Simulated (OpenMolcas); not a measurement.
Lines of Ne3+: computed and rescaled rates

```
Program             : OpenMolcas 26.06
Method              : SS-RASPT2, IPEA 0.25 Eh, imaginary shift 0.1 Eh (closed shells correlated: 1s)
Basis               : ANO-RCC-VTZP [4s3p2d1f]
Scalar Hamiltonian  : DKH2, point nucleus
Active space        : 5 electrons in 9 orbitals (RAS2 2s 2p; RAS3 3d, at most 2 electrons)
State averaging     : 2S+1 = 4 odd, 1 root; 2S+1 = 2 odd, 8 roots; 2S+1 = 4 even, 3 roots; 2S+1 = 2 even, 6 roots
Spin-orbit coupling : RASSI with atomic mean-field integrals over the reference wave functions, term energies averaged over their components
```

Rates come from the transition moments of the reference wave functions (E1 and E2 in the length form). At fixed line strength A goes as λ^-3 for E1 and M1 and as λ^-5 for E2, so a rate at the computed wavelength can be rescaled to the measured one. Measured vacuum wavelengths follow from level energies in Moore, Atomic Energy Levels, vol. I, NSRDS-NBS 35 (1971 reprint of NBS Circular 467, 1949). Branching counts decays inside the model space alone, at computed energies, and the table is only a selection of the E1 lines, drawn from those between levels with measured partners whose computed energy lies within a factor of 1.5 of the measured one.

```json
{"Upper": "2s 2p4 4P 5/2", "Lower": "2s2 2p3 4S* 3/2", "Type": "E1", "λ computed (nm)": "54.25", "λ measured (nm)": "54.39", "A computed (s-1)": "1.64e+09", "A rescaled (s-1)": "1.63e+09", "Branching %": "100.0"}
{"Upper": "2s 2p4 4P 3/2", "Lower": "2s2 2p3 4S* 3/2", "Type": "E1", "λ computed (nm)": "54.08", "λ measured (nm)": "54.21", "A computed (s-1)": "1.65e+09", "A rescaled (s-1)": "1.64e+09", "Branching %": "100.0"}
{"Upper": "2s 2p4 4P 1/2", "Lower": "2s2 2p3 4S* 3/2", "Type": "E1", "λ computed (nm)": "53.99", "λ measured (nm)": "54.11", "A computed (s-1)": "1.66e+09", "A rescaled (s-1)": "1.65e+09", "Branching %": "100.0"}
```

The largest correction is for 2s 2p4 4P 5/2 → 2s2 2p3 4S* 3/2 (E1): 1.64e+09 × (54.25 / 54.39)^3 = 1.63e+09 s-1, a factor of 0.99.

The computed rate and branching of 2s 2p4 4P 1/2 → 2s2 2p3 4S* 3/2 give the upper level a radiative lifetime of 1.000 / 1.66e+09 s-1 = 6.02e-10 s, counting decays inside the model space alone. The rescaled rate gives about 6.1e-10 s.

No measured rate stands beside these. Rescaling mends the energy factor alone: line strengths can still be far off where a level mixes with configurations outside the active space, and weak or spin-changing lines hang on small mixing coefficients that depend on the term gaps too, so rescaling need not improve them.

Active for correlation alone: 3d; no level in the range computed is led by a configuration that fills it, so any true level of that kind is missing. Measured partners are found by configuration, term and J. A level has none where our copy of the source lacks it or the pairing is in doubt (some pairs that miss far off the trend of their configuration count as doubtful). Only configurations of the active space appear.

* marks odd parity.
